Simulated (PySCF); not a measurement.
Adding and removing an electron: CsLi

PBE0; PySCF, scalar-relativistic core potentials, basis sets Cs def2-SVP with ECP46, Li def2-SVP. Neutral (UKS): singlet (closed shell), Re = 3.789 Å, ωe = 174 cm⁻¹, De = 0.60 eV, HOMO -3.03 eV, LUMO -1.22 eV.

CsLi⁺ (UKS): doublet (σ ↑), Re = 4.333 Å, ωe = 115 cm⁻¹, De = 0.38 eV to Cs⁺ + Li. The energies at the minima are -27.62133 hartree for CsLi and -27.47005 for CsLi⁺.

**Question.** Work out the adiabatic ionisation energy, without and with harmonic zero-point energies (1 hartree = 27.2114 eV, 1 eV = 8065.5 cm⁻¹), and the change of the bond length.

**Answer.** At PBE0: 0.15128 hartree = 4.117 eV between the minima; the zero-point term (115.0 − 174.0)/2 cm⁻¹ = -0.004 eV makes it 4.113 eV. Re changes by +54.4 pm against the neutral. Minus the HOMO energy is 3.03 eV, -1.09 eV from the value between the minima; self-interaction puts the Kohn–Sham level too high, less so with exact exchange. The electron leaves a σ orbital, and the ion is left as a loose complex of an ion and an atom.

Closed-shell solutions of metal pairs were not tested for spin polarisation, which can lower them a little. Weak bonds: CsLi⁺. Basis-set superposition, not corrected here, can be much of De in a small basis, most of all at correlated wavefunction levels. Spin–orbit coupling is left out. For an ion De counts to the pair picked by the measured ionisation energies or electron affinities, which need not be the lowest pair at this level. States were picked by a PBE0 search and need not be the measured ground states.
